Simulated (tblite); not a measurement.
C6H7ClNO (doublet state).
Z-matrix (Å and degrees, GFN2-xTB geometry), rows numbered from 1:
```
C 
C   1  1.3034
N   2  1.3929  1  124.35
C   3  1.2697  2  124.03  1   -43.27
C   4  1.4501  3  124.21  2   176.00
C   5  1.3524  4  120.75  3   175.08
Cl  6  1.7067  5  124.84  4    -0.85
O   5  1.3592  4  124.75  3    -4.24
C   8  1.4137  5  120.42  4    -6.54
H   1  1.0673  2  135.75  3    -1.57
H   2  1.0828  1  123.16  3   173.83
H   4  1.0941  3  122.21  2    -5.78
H   6  1.0778  5  120.39  4  -179.84
H   9  1.0895  8  104.75  5  -175.54
H   9  1.0916  8  111.70  5   -56.86
H   9  1.0913  8  111.56  5    65.68
```

Computed values, GFN2-xTB/tblite, gas phase, harmonic and unscaled. Errors from tens to a few hundred cm⁻¹ against measured bands are possible. One conformer, not necessarily the lowest. Open shells enter through the occupations alone, without spin polarisation, and single modes of such species can be off by tens of per cent.

Harmonic wavenumbers (cm⁻¹): 31.0, 60.6, 104.5, 129.1, 182.7, 200.7, 211.4, 225.6, 284.7, 343.1, 379.7, 451.2, 536.9, 607.0, 609.9, 746.7, 786.5, 841.8, 860.9, 894.3, 914.1, 1034.0, 1073.5, 1114.9, 1152.7, 1176.3, 1219.0, 1307.3, 1342.5, 1399.8, 1452.7, 1465.8, 1560.0, 1601.8, 1664.5, 2903.7, 2972.2, 2983.9, 3015.4, 3023.6, 3100.0, 3172.0.

A = 1619, B = 949.3, C = 613.2 MHz; mass 144.022 u (most abundant isotopes); point group C1, symmetry number 1; spin multiplicity 2.

Zero-point energy?

Half the sum of the wavenumbers: 24569 cm⁻¹ = 70.25 kcal/mol.

Give the ideal-gas entropy at 400 K and 1 bar in the rigid-rotor, harmonic-oscillator model (classical rotation).

Translation 42.29, rotation 31.09, vibration 42.48, spin (R ln 2) 1.38: S = 117.2 cal/(mol K).

And Cp and H(400 K) − H(0)?

Cp = 46.23 cal/(mol K), of which vibrations give 38.28 (their classical limit is 42 R = 83.5); H(400 K) − H(0) = 11.59 kcal/mol without the zero-point energy, 8.41 from vibrations.

Which modes carry the vibrational entropy at 400 K?

31.0 cm⁻¹: 6.35; 60.6 cm⁻¹: 5.02; 104.5 cm⁻¹: 3.94; 129.1 cm⁻¹: 3.53; 182.7 cm⁻¹: 2.86; 200.7 cm⁻¹: 2.68 cal/(mol K); the other 36 give 18.11 together.

What must be added to the electronic energy to get the Gibbs energy at 400 K and 1 bar?

ZPE + [H(400 K) − H(0)] − T·S = 70.25 + 11.59 − 46.90 = 34.94 kcal/mol.

How do the functions run with temperature in this model?

| T (K) | S (cal/(mol K)) | Cp (cal/(mol K)) | H − H(0) (kcal/mol) | G − H(0) (kcal/mol) | ln q(vib) |
| --- | --- | --- | --- | --- | --- |
| 50 | 62.4 | 13.9 | 0.53 | -2.59 | 0.81 |
| 100 | 74.1 | 20.4 | 1.39 | -6.02 | 2.24 |
| 298.15 | 104.9 | 38.3 | 7.28 | -23.99 | 8.04 |
| 373.15 | 114.1 | 44.2 | 10.37 | -32.20 | 10.08 |
| 500 | 128.3 | 52.8 | 16.55 | -47.59 | 13.39 |
| 750 | 152.1 | 64.5 | 31.33 | -82.74 | 19.38 |
| 1000 | 171.7 | 71.9 | 48.44 | -123.29 | 24.76 |

q(vib) and H(0) count from the zero-point level.

Hindered rotation and anharmonicity are outside this model. Other conformers, if any are populated, would add a mixing term that is left out. The structure is chiral; the term R ln 2 for an equal mix with its mirror image is left out.
